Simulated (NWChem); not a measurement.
System: SiH₂Cl, doublet; SMILES [SiH2]Cl

Results from NWChem. Spin-unrestricted. In the optimisation the excess spin sits in a' (Cs, its own frame). The geometry was optimised at B3LYP/6-31G* (spherical d), spin-unrestricted. No stability test was run on the SCF state. Level PBE/def2-SVP: energy and gradient on several grids; changes count from the extra-fine grid, which is no exact limit either.

| grid | size of the energy change (μHa) | largest change of a gradient component (μHa/bohr) |
|---|---|---|
| xcoarse | 400 | 1000 |
| coarse | < 10 | 300 |
| medium | < 10 | 70 |
| fine | < 10 | < 30 |
| xfine | < 10 | < 30 |
